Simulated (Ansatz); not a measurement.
Relaxation of the cluster Si4B⁻ with RKS PBE0-D4/def2-SVPD.

```sh
$ ansatz run in.yaml --threads 4 --pin off --events-out ev --progress --plain --max-ram 4787MiB
```

```yaml
crystal:
  periodic: [false, false, false]
  atoms:
    - {symbol: B, position_ang: [0.902020, 1.133770, 1.419020]}
    - {symbol: Si, position_ang: [-1.825820, -2.297380, -2.857340]}
    - {symbol: Si, position_ang: [0.097770, 0.109640, 0.149100]}
    - {symbol: Si, position_ang: [1.704760, 2.172800, 2.673320]}
    - {symbol: Si, position_ang: [-0.878740, -1.118820, -1.384100]}
basis:
  gaussian: {orbitals: def2-SVPD}
total_charge: -1
hamiltonian: {xc: pbe0, dispersion: d4}
scf: {lower_state_search: "off"}
output: {orbitals: {seedname: orbitals}}
relax: {f_tol: 0.02, max_steps: 100}
```

Hardware: 4 threads of Arm Neoverse N1 on a shared host. Wall time 95 s.

Positions (Å) and forces (eV/Å) at steps 1, 2, 4, 6, 7, 8, 9, 10, 11, 12, 13, 14, 15, 16, 17, 18, 19, 20, 21, 22, 23, 24, 25, 26, 27, 28, 29, 30, 31, 32, 33, 34, 35, 36, 37, 38, 39, 40, 41, 42 of 42:

```xyz
5
step=1 energy=-32158.2581 eV
B     0.902    1.134    1.419   -0.313   -0.407   -0.493
Si   -1.826   -2.297   -2.857   -0.013   -0.016   -0.020
Si    0.098    0.110    0.149    0.057    0.082    0.094
Si    1.705    2.173    2.673    0.150    0.195    0.234
Si   -0.879   -1.119   -1.384    0.118    0.146    0.184
5
step=2 energy=-32158.2643 eV
B     0.897    1.127    1.411   -0.116   -0.154   -0.184
Si   -1.822   -2.293   -2.851   -0.003   -0.004   -0.006
Si    0.096    0.109    0.147    0.036    0.053    0.060
Si    1.703    2.170    2.671    0.056    0.073    0.087
Si   -0.874   -1.113   -1.377    0.028    0.032    0.042
5
step=4 energy=-32158.2651 eV
B     0.895    1.123    1.407    0.002   -0.002    0.002
Si   -1.820   -2.292   -2.849    0.000    0.000    0.000
Si    0.094    0.111    0.146   -0.002    0.003   -0.001
Si    1.704    2.169    2.671    0.000    0.000   -0.001
Si   -0.872   -1.111   -1.375    0.001   -0.002    0.000
5
step=6 energy=-32158.2632 eV rejected
B     0.908    1.101    1.417   -0.009    0.032    0.003
Si   -1.844   -2.272   -2.849   -0.031   -0.002   -0.031
Si    0.049    0.178    0.124   -0.034   -0.146   -0.093
Si    1.704    2.168    2.674   -0.019   -0.010   -0.024
Si   -0.818   -1.174   -1.366    0.093    0.126    0.145
5
step=7 energy=-32158.2652 eV
B     0.897    1.119    1.409    0.007    0.005    0.010
Si   -1.825   -2.288   -2.849   -0.009   -0.002   -0.010
Si    0.087    0.122    0.142   -0.013   -0.014   -0.018
Si    1.703    2.170    2.671   -0.005   -0.001   -0.006
Si   -0.862   -1.123   -1.373    0.019    0.013    0.024
5
step=8 energy=-32158.2675 eV
B     0.907    1.099    1.416    0.016    0.036    0.032
Si   -1.866   -2.236   -2.855   -0.011    0.017   -0.001
Si    0.070    0.142    0.136   -0.026   -0.076   -0.059
Si    1.685    2.191    2.662   -0.018   -0.011   -0.023
Si   -0.796   -1.196   -1.358    0.040    0.034    0.051
5
step=9 energy=-32158.2745 eV
B     0.899    1.099    1.415   -0.015   -0.047   -0.038
Si   -1.948   -2.110   -2.860    0.057    0.066    0.085
Si    0.119    0.069    0.149   -0.020    0.016   -0.008
Si    1.631    2.250    2.638   -0.029   -0.030   -0.043
Si   -0.700   -1.308   -1.342    0.008   -0.005    0.004
5
step=10 energy=-32158.2857 eV
B     0.886    1.076    1.405   -0.017    0.010   -0.005
Si   -1.979   -1.999   -2.819   -0.081    0.008   -0.063
Si    0.100    0.062    0.131    0.053    0.060    0.081
Si    1.596    2.261    2.606   -0.026   -0.025   -0.038
Si   -0.604   -1.401   -1.323    0.070   -0.053    0.025
5
step=11 energy=-32158.2966 eV
B     0.874    1.058    1.396    0.028    0.083    0.070
Si   -2.051   -1.826   -2.782    0.483    0.176    0.507
Si    0.128    0.010    0.124   -0.067   -0.081   -0.101
Si    1.528    2.308    2.567   -0.061   -0.093   -0.102
Si   -0.478   -1.550   -1.305   -0.383   -0.086   -0.374
5
step=12 energy=-32158.3373 eV
B     0.842    1.037    1.366    0.021    0.147    0.107
Si   -2.057   -1.658   -2.689    0.480    0.126    0.475
Si    0.113   -0.023    0.098   -0.067   -0.148   -0.145
Si    1.477    2.313    2.519   -0.057   -0.093   -0.100
Si   -0.374   -1.669   -1.294   -0.377   -0.032   -0.337
5
step=13 energy=-32158.4018 eV
B     0.794    1.027    1.332   -0.049    0.080    0.016
Si   -2.037   -1.499   -2.579    0.290    0.122    0.315
Si    0.110   -0.071    0.067   -0.028   -0.065   -0.063
Si    1.433    2.308    2.471   -0.035   -0.057   -0.067
Si   -0.299   -1.765   -1.292   -0.178   -0.080   -0.202
5
step=14 energy=-32158.4801 eV
B     0.748    1.015    1.295   -0.091    0.068   -0.022
Si   -2.003   -1.347   -2.462    0.229    0.169    0.295
Si    0.099   -0.115    0.035   -0.036   -0.016   -0.042
Si    1.390    2.300    2.425   -0.029   -0.055   -0.063
Si   -0.234   -1.853   -1.293   -0.073   -0.167   -0.168
5
step=15 energy=-32158.5940 eV
B     0.690    1.011    1.253   -0.142    0.034   -0.084
Si   -1.955   -1.204   -2.337    0.295    0.240    0.393
Si    0.078   -0.149   -0.002   -0.108   -0.036   -0.112
Si    1.362    2.279    2.383   -0.017   -0.040   -0.047
Si   -0.175   -1.937   -1.297   -0.028   -0.198   -0.150
5
step=16 energy=-32158.7617 eV
B     0.634    1.007    1.207   -0.172    0.041   -0.111
Si   -1.892   -1.074   -2.206    0.358    0.356    0.516
Si    0.044   -0.174   -0.044   -0.235   -0.105   -0.255
Si    1.338    2.251    2.345   -0.011   -0.031   -0.034
Si   -0.124   -2.009   -1.302    0.060   -0.261   -0.117
5
step=17 energy=-32158.9860 eV
B     0.581    1.002    1.159   -0.181    0.051   -0.124
Si   -1.818   -0.954   -2.071    0.402    0.450    0.612
Si    0.001   -0.194   -0.089   -0.358   -0.192   -0.403
Si    1.317    2.220    2.309    0.001   -0.008   -0.007
Si   -0.081   -2.074   -1.308    0.136   -0.301   -0.078
5
step=18 energy=-32159.2447 eV
B     0.529    1.000    1.111   -0.140    0.016   -0.136
Si   -1.738   -0.840   -1.934    0.510    0.311    0.617
Si   -0.058   -0.208   -0.144   -0.356   -0.174   -0.382
Si    1.303    2.190    2.281   -0.023   -0.034   -0.027
Si   -0.036   -2.142   -1.314    0.008   -0.119   -0.072
5
step=19 energy=-32159.3515 eV
B     0.484    0.996    1.061    0.018   -0.058   -0.061
Si   -1.646   -0.738   -1.795   -0.255   -0.068   -0.255
Si   -0.115   -0.223   -0.196    0.274    0.381    0.477
Si    1.286    2.160    2.255   -0.065   -0.077   -0.075
Si   -0.009   -2.195   -1.325    0.028   -0.178   -0.087
5
step=20 energy=-32159.3623 eV
B     0.510    1.008    1.040    0.034    0.047    0.058
Si   -1.658   -0.738   -1.796   -0.062   -0.037   -0.068
Si   -0.091   -0.229   -0.182    0.084    0.053    0.080
Si    1.261    2.163    2.270   -0.036   -0.042   -0.048
Si   -0.022   -2.203   -1.332   -0.020   -0.020   -0.022
5
step=21 energy=-32159.3648 eV
B     0.537    1.010    1.025   -0.005    0.003   -0.031
Si   -1.669   -0.725   -1.772   -0.052    0.029   -0.034
Si   -0.025   -0.241   -0.198    0.014   -0.063    0.028
Si    1.213    2.171    2.284    0.016    0.038    0.035
Si   -0.055   -2.216   -1.339    0.028   -0.008    0.001
5
step=22 energy=-32159.3697 eV
B     0.548    1.005    1.015   -0.025    0.005   -0.026
Si   -1.669   -0.689   -1.749   -0.041    0.031   -0.018
Si    0.024   -0.291   -0.177    0.032   -0.071    0.006
Si    1.174    2.193    2.272    0.021    0.053    0.048
Si   -0.077   -2.219   -1.362    0.012   -0.019   -0.010
5
step=23 energy=-32159.3651 eV rejected
B     0.621    1.001    0.976    0.003    0.114    0.099
Si   -1.689   -0.618   -1.677    0.242    0.099    0.229
Si    0.197   -0.385   -0.162   -0.267   -0.271   -0.278
Si    1.035    2.250    2.283   -0.066   -0.191   -0.217
Si   -0.165   -2.248   -1.419    0.088    0.249    0.167
5
step=24 energy=-32159.3776 eV
B     0.566    0.996    1.002   -0.030    0.006   -0.026
Si   -1.669   -0.640   -1.708    0.022    0.039    0.037
Si    0.101   -0.350   -0.160   -0.010   -0.133   -0.062
Si    1.114    2.223    2.260    0.010    0.037    0.026
Si   -0.112   -2.229   -1.394    0.009    0.051    0.025
5
step=25 energy=-32159.3826 eV
B     0.583    0.987    0.991   -0.030    0.005   -0.023
Si   -1.668   -0.601   -1.670    0.102    0.042    0.101
Si    0.168   -0.396   -0.149   -0.087   -0.189   -0.145
Si    1.060    2.246    2.249   -0.005    0.005   -0.010
Si   -0.143   -2.237   -1.420    0.021    0.138    0.078
5
step=26 energy=-32159.3877 eV
B     0.601    0.961    0.974   -0.014    0.076    0.049
Si   -1.656   -0.519   -1.592    0.286   -0.017    0.206
Si    0.283   -0.483   -0.130   -0.239   -0.230   -0.265
Si    0.967    2.287    2.216   -0.050   -0.150   -0.159
Si   -0.194   -2.246   -1.467    0.017    0.322    0.169
5
step=27 energy=-32159.4275 eV
B     0.576    0.914    0.937   -0.038    0.221    0.124
Si   -1.593   -0.389   -1.454    0.277   -0.061    0.179
Si    0.403   -0.598   -0.109   -0.163   -0.287   -0.249
Si    0.857    2.309    2.136   -0.065   -0.228   -0.222
Si   -0.243   -2.236   -1.511   -0.010    0.355    0.168
5
step=28 energy=-32159.4860 eV
B     0.560    0.873    0.908   -0.193    0.048   -0.057
Si   -1.533   -0.288   -1.325    0.374   -0.008    0.263
Si    0.494   -0.703   -0.065   -0.176   -0.355   -0.393
Si    0.761    2.324    2.048   -0.047   -0.124   -0.133
Si   -0.282   -2.206   -1.566    0.042    0.439    0.320
5
step=29 energy=-32159.6390 eV
B     0.497    0.823    0.868   -0.367    0.043   -0.282
Si   -1.439   -0.178   -1.196    0.387    0.143    0.404
Si    0.597   -0.777   -0.076    0.019   -0.381   -0.156
Si    0.676    2.309    1.967   -0.064   -0.111   -0.122
Si   -0.331   -2.178   -1.563    0.025    0.306    0.156
5
step=30 energy=-32159.9113 eV
B     0.423    0.787    0.798   -0.657   -0.005   -0.521
Si   -1.343   -0.079   -1.057    0.619    0.253    0.644
Si    0.676   -0.859   -0.055    0.193   -0.360   -0.041
Si    0.607    2.284    1.887   -0.079   -0.128   -0.141
Si   -0.362   -2.133   -1.573   -0.076    0.241    0.059
5
step=31 energy=-32160.3034 eV
B     0.329    0.756    0.715   -0.823    0.115   -0.576
Si   -1.237    0.010   -0.921    0.777    0.216    0.745
Si    0.749   -0.926   -0.037    0.310   -0.389    0.022
Si    0.552    2.247    1.815   -0.091   -0.213   -0.200
Si   -0.394   -2.087   -1.573   -0.173    0.271    0.008
5
step=32 energy=-32160.6919 eV
B     0.198    0.753    0.608   -0.209    0.438    0.112
Si   -1.118    0.082   -0.783    0.232   -0.230    0.045
Si    0.816   -0.985   -0.016    0.319   -0.204    0.122
Si    0.523    2.199    1.764   -0.114   -0.439   -0.364
Si   -0.419   -2.048   -1.573   -0.229    0.435    0.086
5
step=33 energy=-32160.6969 eV
B     0.178    0.753    0.567    0.264   -0.334    0.054
Si   -1.078    0.079   -0.727   -0.035   -0.314   -0.281
Si    0.891   -1.023    0.027   -0.289    0.265   -0.118
Si    0.471    2.145    1.697    0.142    0.663    0.524
Si   -0.463   -1.954   -1.564   -0.082   -0.281   -0.179
5
step=34 energy=-32160.7018 eV
B     0.297    0.705    0.653   -0.210    0.211   -0.096
Si   -1.064    0.084   -0.757    0.638   -0.020    0.535
Si    0.907   -1.056   -0.020   -0.520    0.130   -0.221
Si    0.391    2.260    1.720   -0.102   -0.579   -0.447
Si   -0.531   -1.993   -1.596    0.194    0.258    0.229
5
step=35 energy=-32160.7845 eV
B     0.356    0.659    0.674    0.066    0.114    0.103
Si   -1.017    0.115   -0.675    0.218    0.063    0.212
Si    0.907   -1.097   -0.026   -0.226    0.002   -0.150
Si    0.305    2.255    1.631   -0.132   -0.233   -0.240
Si   -0.551   -1.932   -1.605    0.074    0.053    0.075
5
step=36 energy=-32160.9038 eV
B     0.485    0.589    0.735    0.173    0.486    0.388
Si   -0.943    0.175   -0.583   -0.009    0.240    0.161
Si    0.916   -1.156   -0.058   -0.006   -0.056   -0.011
Si    0.148    2.261    1.513   -0.143   -0.731   -0.548
Si   -0.606   -1.868   -1.607   -0.015    0.061    0.009
5
step=37 energy=-32161.0922 eV
B     0.599    0.536    0.794    0.091    0.494    0.310
Si   -0.883    0.240   -0.503   -0.008    0.347    0.232
Si    0.924   -1.193   -0.074    0.035   -0.066    0.030
Si    0.010    2.217    1.382   -0.088   -0.866   -0.582
Si   -0.651   -1.800   -1.599   -0.029    0.091    0.009
5
step=38 energy=-32161.2737 eV
B     0.705    0.498    0.843   -0.226    0.490    0.097
Si   -0.824    0.307   -0.429    0.106    0.293    0.285
Si    0.928   -1.221   -0.078    0.011   -0.027    0.024
Si   -0.117    2.147    1.251    0.095   -0.900   -0.483
Si   -0.692   -1.730   -1.587    0.014    0.143    0.077
5
step=39 energy=-32161.2632 eV rejected
B     0.759    0.461    0.880   -0.057    0.226    0.002
Si   -0.775    0.379   -0.349   -0.253   -0.847   -0.689
Si    0.944   -1.237   -0.082   -0.024   -0.028    0.039
Si   -0.214    2.051    1.110    0.340    0.552    0.631
Si   -0.714   -1.654   -1.559   -0.006    0.097    0.017
5
step=40 energy=-32161.3309 eV
B     0.741    0.497    0.841   -0.041    0.035    0.076
Si   -0.807    0.334   -0.389    0.030   -0.005   -0.011
Si    0.926   -1.236   -0.063    0.033    0.029   -0.025
Si   -0.164    2.090    1.189    0.016   -0.095   -0.072
Si   -0.696   -1.685   -1.578   -0.038    0.036    0.033
5
step=41 energy=-32161.3296 eV rejected
B     0.737    0.492    0.851    0.008    0.043   -0.006
Si   -0.779    0.353   -0.420   -0.035   -0.030    0.070
Si    0.939   -1.228   -0.075   -0.017   -0.019    0.031
Si   -0.180    2.076    1.197    0.021   -0.026   -0.047
Si   -0.717   -1.693   -1.552    0.023    0.033   -0.047
5
step=42 energy=-32161.3328 eV
B     0.736    0.490    0.855    0.000    0.001    0.003
Si   -0.800    0.334   -0.389    0.000    0.001    0.000
Si    0.935   -1.232   -0.069    0.003    0.002    0.002
Si   -0.168    2.086    1.176    0.000   -0.005   -0.003
Si   -0.704   -1.679   -1.572   -0.003    0.001   -0.001
```

The restricted singlet is unstable towards broken spin symmetry in Hartree–Fock (as tested in another run); at PBE0-D4/def2-SVPD this wasn't settled. Another isomer (singlet) lies 0.69 eV lower at PBE0-D4/def2-TZVPD; other spin states weren't run for this one.
